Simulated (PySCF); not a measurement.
Molecule: SMILES [SiH3][GeH2][CH]1CC1, C$_{3}$H$_{10}$GeSi.

Numbering as in the mapped SMILES `[SiH3:1][GeH2:2][CH:3]1[CH2:4][CH2:5]1`; H(Xn) means a hydrogen on atom n. Ha(C4), Ha(C5) are cis to Ge2 on the ring; Hb(C4), Hb(C5) are trans to Ge2 on the ring.

Geometry PBE0-D3(BJ)/def2-SVP throughout; GIAO in PySCF 2.14.0 with density-fitted response routines, gas phase, one conformer, non-relativistic; equivalent atoms averaged; basis pcSseg-1.

Q: How do the absolute shieldings σ depend on the functional? (ppm; last column core-seconds on shared hosts with different chips, so compare them loosely)

A: 
| functional | kind | Si1 | Ge2 | C4/C5 | C3 | H(Si1) | H(Ge2) | Hb(C4)/Hb(C5) | Ha(C4)/Ha(C5) | H(C3) | core-s |
| --- | --- | --- | --- | --- | --- | --- | --- | --- | --- | --- | --- |
| HF | Hartree–Fock | 485.8 | 1665.0 | 189.9 | 204.9 | 28.24 | 28.33 | 31.05 | 31.58 | 32.44 | 19 |
| LDA | LDA | 434.7 | 1441.3 | 174.3 | 180.9 | 27.00 | 26.76 | 30.05 | 30.54 | 30.75 | 30 |
| PBE | GGA | 442.9 | 1464.7 | 173.4 | 181.3 | 27.51 | 27.40 | 30.45 | 30.94 | 31.26 | 31 |
| BLYP | GGA | 429.1 | 1435.9 | 168.8 | 176.0 | 27.75 | 27.64 | 30.63 | 31.12 | 31.45 | 33 |
| BP86 | GGA | 439.4 | 1458.4 | 173.0 | 180.7 | 27.57 | 27.42 | 30.53 | 30.99 | 31.32 | 31 |
| OPBE | GGA | 460.8 | 1484.3 | 178.1 | 186.6 | 27.57 | 27.50 | 30.49 | 30.95 | 31.30 | 34 |
| KT2 | GGA | 468.2 | 1525.1 | 177.3 | 186.0 | 27.54 | 27.40 | 30.45 | 30.96 | 31.32 | 33 |
| KT3 | GGA | 466.0 | 1510.3 | 176.1 | 184.7 | 27.81 | 27.75 | 30.60 | 31.10 | 31.49 | 30 |
| B97-D | GGA | 446.0 | 1455.6 | 172.8 | 180.2 | 27.83 | 27.66 | 30.68 | 31.15 | 31.51 | 30 |
| B3LYP | global hybrid | 440.5 | 1485.3 | 173.8 | 182.8 | 27.82 | 27.74 | 30.67 | 31.16 | 31.61 | 25 |
| PBE0 | global hybrid | 455.8 | 1524.1 | 179.0 | 189.1 | 27.64 | 27.57 | 30.55 | 31.04 | 31.51 | 30 |
| mPW1PW91 | global hybrid | 452.1 | 1517.0 | 178.1 | 188.1 | 27.71 | 27.63 | 30.61 | 31.08 | 31.56 | 23 |
| WP04 | global hybrid | 422.5 | 1448.3 | 165.5 | 173.1 | 28.44 | 28.36 | 30.89 | 31.29 | 31.74 | 16 |
| B97-2 | global hybrid | 456.5 | 1512.0 | 178.2 | 187.8 | 27.80 | 27.72 | 30.67 | 31.14 | 31.61 | 18 |
| BHandHLYP | global hybrid | 457.0 | 1555.7 | 180.3 | 191.7 | 27.95 | 27.92 | 30.76 | 31.26 | 31.86 | 19 |
| CAM-B3LYP | range-separated hybrid | 447.5 | 1508.6 | 177.9 | 188.3 | 27.78 | 27.71 | 30.62 | 31.11 | 31.62 | 23 |
| wB97X-D | range-separated hybrid | 455.8 | 1525.2 | 179.4 | 190.7 | 27.78 | 27.74 | 30.69 | 31.16 | 31.71 | 24 |
| LC-wPBE | range-separated hybrid | 460.7 | 1537.7 | 183.7 | 195.8 | 27.77 | 27.74 | 30.61 | 31.07 | 31.63 | 29 |

Q: Which nucleus moves most, in ppm?

A: Ge2 (germanium bonded to C, Si, 2 H): from 1435.9 ppm with BLYP to 1665.0 ppm with HF. The smallest spread is 1.00 ppm, at Hb(C4)/Hb(C5). Proton shifts span only some 12 ppm, so a few tenths of a ppm matter as much there as several ppm in carbon.

Relativistic effects, spin–orbit coupling among them, are left out; they matter for Ge and for the light atoms bonded to it.
